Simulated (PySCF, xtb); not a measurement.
2-chlorobuta-1,3-diene (C4H5Cl), SMILES C=CC(=C)Cl. One conformer was computed; it need not be the lowest.

Harmonic wavenumbers (cm⁻¹) from GFN2-xTB (xtb) at its own minimum, in rising order: 109, 231, 362, 381, 497, 631, 635, 724, 868, 896, 899, 1002, 1002, 1189, 1275, 1378, 1402, 1641, 1670, 3062, 3113, 3117, 3142, 3153.

Question: What does B3LYP-D3(BJ)/def2-SVP in PySCF give at its own minimum? (An estimate is asked for; the answer gives what the named calculation found.)

Answer: 158, 252, 391, 425, 525, 638, 669, 760, 895, 899, 949, 1013, 1027, 1234, 1303, 1384, 1430, 1656, 1713, 3150, 3158, 3162, 3257, 3266. Paired by order, the mean absolute difference is 39 cm⁻¹ and the zero-point energies are 46.3 and 47.6 kcal/mol.
